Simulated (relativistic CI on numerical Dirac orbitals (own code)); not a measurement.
Fe²⁺ in a cubic cluster: 1s photoemission with charge transfer

Computed with a charge-transfer multiplet model of a cubic metal-ligand cluster with up to 2 ligand holes, Slater and spin-orbit integrals from Dirac-Coulomb-Breit ions, Slater integrals scaled by 0.8. The ground state mixes d6 with configurations of k ligand holes L, whose averages lie at kΔ + k(k − 1)U_dd/2; a core hole lowers each added d electron by U_cd. 300 K, Lorentzian 1.1 eV and Gaussian 0.6 eV FWHM.

Atomic integrals in eV (Slater integrals scaled, ζ unscaled), ground: F2dd 8.723, F4dd 5.416, zeta_d 0.049; with the core hole: F2dd 10.144, F4dd 6.337, zeta_d 0.073, G2cd 0.054.

Cluster parameters (eV): U_dd = 7.3, U_cd = 9.1, 10Dq = 1.6, 10Dq(ligand) = 1.3, V(eg) = 1.25, V(t2g) = -0.68, final-state hopping factor = 1.

```tsv
Case	n_d	d6	d7L	d8L2	S
Δ = -0.6 eV	6.74	0.32	0.61	0.06	0.03
Δ = 0.4 eV	6.61	0.43	0.53	0.04	0.03
Δ = 1.4 eV	6.48	0.55	0.43	0.03	0.04
Δ = 2.4 eV	6.36	0.65	0.33	0.02	0.04
Δ = 4.4 eV	6.19	0.81	0.18	0.01	0.38
```

Weights, n_d and S are thermal averages at 300 K. Binding energies count from the first peak over 30 % of the highest in each spectrum, which can be another peak from case to case. The parameters are a model scan and need not match a compound or its usual spin state. Peaks in eV (height, largest 100):
- Δ = -0.6 eV: 0.0 (100), 2.7 (28), 4.3 (19), 6.7 (66), 15.3 (31)
- Δ = 0.4 eV: 0.0 (100), 2.9 (26), 4.6 (21), 6.4 (54), 13.7 (44)
- Δ = 1.4 eV: 0.0 (100), 3.2 (24), 6.5 (44), 12.3 (59)
- Δ = 2.4 eV: 0.0 (100), 3.6 (23), 6.6 (38), 10.9 (70)
- Δ = 4.4 eV: 0.0 (100), 4.7 (31), 6.8 (65), 9.0 (55)

For the case Δ = 2.4 eV, Δ = 2.4 eV is smaller than U_dd = 7.3 eV, the charge-transfer side of the Zaanen-Sawatzky-Allen scheme. With the core hole the configuration with one ligand hole lies at Δ − U_cd = -9.7, -8.7, -7.7, -6.7, -4.7 eV from the one without, in the order of the table; where this is negative the screened configuration lies lower.

With at most 2 ligand holes the space is cut while the next configuration still counts, so covalency is underestimated, and a final configuration with one more ligand hole, which can lie low, is missing from the spectra.
